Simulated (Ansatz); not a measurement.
Energy needed to pull apart CH5BSn, singlet, into free ground-state atoms, from the structure below (displaced at random from a GFN2-xTB minimum); no zero-point or spin–orbit terms; open-shell atoms are treated unrestricted, in their ground-state multiplicity.

B1  (-0.771, 0.464, -0.633)
C2  (-0.012, 1.156, 0.231)
Sn3  (1.048, -1.261, 0.693)
H4  (-1.565, 0.125, -1.435)
H5  (-0.610, 1.301, 1.306)
H6  (0.906, 1.634, 0.039)
H7  (-0.551, -1.974, 0.691)
H8  (1.224, -1.640, -0.877)
(Å)

Program: Ansatz 0.2.0. Basis: def2-TZVPP. Cores are frozen in the correlated methods. Filled d shells of the heavier atoms are correlated. Core potentials replace the inner electrons of the atoms past krypton. The def2 sets are not built for correlating such inner shells, so the correlated values are less sure here. B3LYP uses VWN-RPA correlation.

```
   method  atomization energy (kcal/mol)
   PBE-D4                          575.1
r2SCAN-D4                          570.1
  PBE0-D4                          566.3
 B3LYP-D4                              ?
 HSE06-D4                          566.5
  wB97M-V                          568.3
       HF                          411.3
      MP2                              ?
     CCSD                          542.7
  CCSD(T)                          551.0
```

(1) What does MP2 give? (An estimate is asked for; the value comes from the calculation.)

(2) What does B3LYP-D4 give? (An estimate is asked for; the value comes from the calculation.)

The T1 diagnostic stays at or below 0.016.

Answers

(1) Computed: 550.8 kcal/mol, which is about 0.2 kcal/mol less than CCSD(T)/def2-TZVPP.

(2) By the calculation: 570.7 kcal/mol, which is about 19.7 kcal/mol more than CCSD(T)/def2-TZVPP.

In triple zeta the MP2 and coupled-cluster atomization energies are still short of their basis limit by a few kcal/mol a bond, whereas those of the functionals are nearly converged, so these differences are not deviations from converged CCSD(T).

For scale, one of the runs: CCSD(T)/def2-TZVPP forces, 182 basis functions (an equivalent command: `ansatz run in.yaml --threads 4`). The run took 3.4 min on 4 CPU threads (shared host), with 3.8 GiB of host memory at its peak.
